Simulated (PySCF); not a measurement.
Vertical excitation energies

Species: C₃H₁₀Si₃.
Bonds: C1–C2, C2–C3 (triple), C3–Si4, Si4–Si5, Si5–Si6. Hydrogens: H7, H8, H9 on C1; H10, H11 on Si4; H12, H13 on Si5; H14, H15, H16 on Si6.

Method: TDDFT wB97X-D/def2-SVPD, vertical, gas phase, core orbitals frozen in the response (PySCF). One conformer (not necessarily the lowest) at the GFN2-xTB geometry, without solvent, vibrations or thermal averaging. Torsions of this conformer, `[CH3:1][C:2]#[C:3][SiH2:4][SiH2:5][SiH3:6]`: C3–Si4–Si5–Si6 58°.

```csv
state,E (eV),ν̃ (cm⁻¹),f,"main configurations (H = HOMO, L = LUMO)"
S1,5.99,48280,0.0059,"H→L (25%), H→L+4 (17%), H-1→L+1 (14%)"
S2,6.22,50150,0.0079,"H→L+1 (32%), H-1→L (14%), H-1→L+4 (9%)"
S3,6.24,50340,0.0097,"H-1→L+1 (43%), H→L (9%)"
S4,6.69,53920,0.072,"H→L (48%), H→L+2 (19%), H→L+4 (8%)"
S5,7.01,56510,0.025,"H-1→L (62%), H-1→L+1 (8%)"
S6,7.03,56680,0.057,"H→L+2 (23%), H→L+1 (11%), H-2→L+1 (9%)"
S7,7.25,58490,0.127,"H-2→L (50%), H→L+3 (23%)"
S8,7.46,60140,0.110,"H→L+3 (17%), H→L+1 (13%), H-2→L (12%)"
```

Triplets (Tamm–Dancoff): T1 5.11 eV, H→L+1 (29%), H-1→L+4 (11%); T2 5.54 eV, H→L (26%), H-1→L+1 (15%), H→L+4 (13%); T3 5.56 eV, H→L+1 (26%), H-1→L+4 (14%), H-1→L (11%).

The lowest singlet lies at 5.99 eV (207 nm, ultraviolet) and is weak; its leading configuration is HOMO→LUMO (25%). The most intense listed level is S7 at 7.25 eV (171 nm, f = 0.127), 1.27 eV above S1. Löwdin shares by element: HOMO carbon 57% or more, silicon 24% or more (atoms not listed hold the other 20%); LUMO silicon 64%, hydrogen 10% or more (atoms not listed hold the other 26%). Orbital energies (eV): HOMO-3 -10.88, HOMO-2 -10.32, HOMO-1 -9.55, HOMO -9.28, LUMO 1.24, LUMO+1 1.68, LUMO+2 1.81. Weighted by f, the mean energy of these states is 7.10 eV. The listed states span 1.47 eV, and the widest gap between neighbours is 0.44 eV (S3 to S4). Only the lowest 8 singlets were computed, as vertical energies without vibronic structure.
